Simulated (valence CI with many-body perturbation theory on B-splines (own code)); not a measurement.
**E1 transitions of Pb+**

Level of theory: valence CI with perturbative core correlation (CI+MBPT): three valence electrons over a frozen Dirac-Fock core [Xe] 4f14 5d10, radial functions for each j: 11 s, 11 p, 10 d, 8 f, 5 g, 2 h, with the one-electron correlation potential Σ1, the two-electron term Σ2, the three-electron term Σ3, Breit, model QED; selected CI, second order for the rest, scaled by the run's own slope (own B-spline code, finite nucleus).

Against 17 measured levels this calculation errs by 215 cm⁻¹ on average and by 667 at most. These come from a selection out of the NIST Handbook of Basic Atomic Spectroscopic Data. Levels without a partner in it may be off by more.

Lines 51 to 100 of 228 in falling wavelength, among levels below 111589 cm⁻¹, chosen from the strongest by gf and those to the six lowest levels. Wavelengths and rates use the calculated energies, so an error of 200 cm⁻¹ moves a line at 1350 nm by 2.7 % and its rate by three times that or more. Electric multipoles are in the length gauge, E1 and E2 with the static RPA response of the core. Weak lines are less certain than strong ones. Lines between different terms over intervals too small for the method are left out, as are lines whose strength nearly cancels. Where a level lies close to another of its J and parity, the split of strength between their lines is uncertain. The highest levels of a list are the least certain.

Names give the largest LS component (configuration and term), which can be under half, so a name can repeat, a term be missing and a line seem to break the LS rules; names also repeat where a configuration has a term twice. Letters in brackets count levels of one name in rising energy.

```
λ vac (nm)  λ from measured levels             Upper             Lower   A (s⁻¹)  S (a.u.) with core polarisation  S without
      1350                    1327     6s²7p ²P°_3/2      6s²6d ²D_3/2  9.36e+05                         4.55e+00   4.55e+00
      1321                              6s²8d ²D_3/2     6s²8p ²P°_3/2  3.96e+06                         1.80e+01   1.80e+01
      1242                              6s²8d ²D_5/2     6s²8p ²P°_3/2  2.46e+07                         1.40e+02   1.40e+02
      1230                            6s²10p ²P°_1/2      6s²9s ²S_1/2  3.98e+05                         7.32e-01   7.44e-01
      1189                    1204     6s²7p ²P°_3/2      6s²6d ²D_5/2  7.39e+06                         2.45e+01   2.45e+01
      1185                             6s²6f ²F°_5/2      6s²7d ²D_3/2  3.54e+07                         1.75e+02   1.75e+02
      1180                            6s²10p ²P°_3/2      6s²9s ²S_1/2  1.47e+06                         4.77e+00   4.80e+00
      1166                              6s6p² ²D_3/2     6s²7p ²P°_1/2  3.30e+06                         1.03e+01   1.03e+01
      1147                              6s²8d ²D_3/2     6s²8p ²P°_1/2  2.02e+07                         6.02e+01   6.03e+01
      1138                              6s6p² ²S_1/2     6s²8p ²P°_3/2  5.24e+05                         7.63e-01   7.68e-01
      1129                    1200     6s²7p ²P°_1/2      6s6p² ⁴P_3/2  5.00e+05                         7.10e-01   7.17e-01
      1086                             6s²9p ²P°_3/2      6s²7d ²D_5/2  9.48e+05                         2.40e+00   2.40e+00
      1059                             5f6s² ²F°_5/2      6s6p² ²D_3/2  6.93e+06                         2.44e+01   2.44e+01
      1030                             6s²9p ²P°_1/2      6s²7d ²D_3/2  1.17e+06                         1.26e+00   1.25e+00
      1025                              6s6p² ²P_3/2     6s²8p ²P°_3/2  2.47e+05                         5.25e-01   5.24e-01
      1007                              6s6p² ²S_1/2     6s²8p ²P°_1/2  1.21e+05                         1.22e-01   1.25e-01
     970.7                             6s²9p ²P°_3/2      6s²7d ²D_3/2  7.29e+03                         1.32e-02   1.34e-02
     945.6                              5g6s² ²G_7/2     5f6s² ²F°_5/2  6.53e+07                         2.18e+02   2.19e+02
     944.1                              5g6s² ²G_9/2     5f6s² ²F°_7/2  6.77e+07                         2.81e+02   2.82e+02
     944.1                              5g6s² ²G_7/2     5f6s² ²F°_7/2  2.42e+06                         8.05e+00   8.09e+00
     921.1                              6s²8d ²D_3/2     5f6s² ²F°_5/2  1.85e+05                         2.85e-01   2.93e-01
     917.2                              6s6p² ²P_3/2     6s²8p ²P°_1/2  5.60e+05                         8.53e-01   8.55e-01
     882.0                              6s²8d ²D_5/2     5f6s² ²F°_5/2  1.15e+02                         2.34e-04   2.76e-04
     880.7                              6s²8d ²D_5/2     5f6s² ²F°_7/2  1.98e+03                         4.01e-03   4.94e-03
     878.4                          6s²8s ²S_1/2 [a]     6s²7p ²P°_3/2  2.60e+07                         1.74e+01   1.74e+01
     863.5                             6s²8p ²P°_1/2      6s6p² ²D_3/2  5.57e+06                         3.54e+00   3.55e+00
     863.0                   839.8  6s²8s ²S_1/2 [b]     6s²7p ²P°_3/2  2.95e+07                         1.87e+01   1.86e+01
     858.2                   897.0     6s²7p ²P°_3/2      6s6p² ⁴P_3/2  8.58e+04                         1.07e-01   1.07e-01
     850.2                   854.7      6s6p² ²D_5/2     6s²7p ²P°_3/2  1.68e+07                         3.06e+01   3.08e+01
     848.9                             6s²10s ²S_1/2     6s²8p ²P°_3/2  6.97e+06                         4.21e+00   4.20e+00
     785.8                             6s²8p ²P°_3/2      6s6p² ²D_3/2  4.51e+05                         4.32e-01   4.35e-01
     785.2                             6s²7f ²F°_7/2      6s²7d ²D_5/2  5.03e+06                         9.62e+00   9.71e+00
     784.6                             6s²7f ²F°_5/2      6s²7d ²D_5/2  3.40e+05                         4.87e-01   4.91e-01
     773.7                             6s²10s ²S_1/2     6s²8p ²P°_1/2  4.68e+06                         2.14e+00   2.13e+00
     766.7                              6s6p² ²P_3/2     5f6s² ²F°_5/2  1.85e+05                         1.65e-01   1.69e-01
     760.5                              6s²9d ²D_3/2     6s²8p ²P°_3/2  1.98e+06                         1.72e+00   1.73e+00
     756.9                              6s²9d ²D_5/2     6s²8p ²P°_3/2  1.20e+07                         1.55e+01   1.55e+01
     729.5                             6s²6f ²F°_7/2      6s6p² ²D_5/2  1.07e+07                         1.64e+01   1.66e+01
     728.8                             6s²6f ²F°_5/2      6s6p² ²D_5/2  7.15e+05                         8.19e-01   8.32e-01
     722.8                             6s²7f ²F°_5/2      6s²7d ²D_3/2  9.86e+06                         1.10e+01   1.11e+01
     709.8                            6s²10p ²P°_3/2      6s²7d ²D_5/2  6.01e+05                         4.25e-01   4.25e-01
     705.2                          6s²8s ²S_1/2 [a]     6s²7p ²P°_1/2  1.75e+07                         6.05e+00   6.02e+00
     699.5                              6s²9d ²D_3/2     6s²8p ²P°_1/2  1.07e+07                         7.25e+00   7.28e+00
     695.3                   679.3  6s²8s ²S_1/2 [b]     6s²7p ²P°_1/2  1.79e+07                         5.95e+00   5.89e+00
     677.6                   666.2     6s²7p ²P°_1/2      6s²7s ²S_1/2  6.20e+07                         1.90e+01   1.95e+01
     674.2                            6s²10p ²P°_1/2      6s²7d ²D_3/2  5.96e+05                         1.80e-01   1.79e-01
     659.3                             6s²9p ²P°_1/2  6s²8s ²S_1/2 [b]  3.25e+05                         9.20e-02   9.88e-02
     658.8                            6s²10p ²P°_3/2      6s²7d ²D_3/2  2.60e+03                         1.47e-03   1.52e-03
     650.6                             6s²9p ²P°_1/2  6s²8s ²S_1/2 [a]  2.51e+05                         6.83e-02   7.23e-02
     646.6                             6s²11s ²S_1/2     6s²8p ²P°_3/2  3.75e+06                         1.00e+00   9.97e-01
```
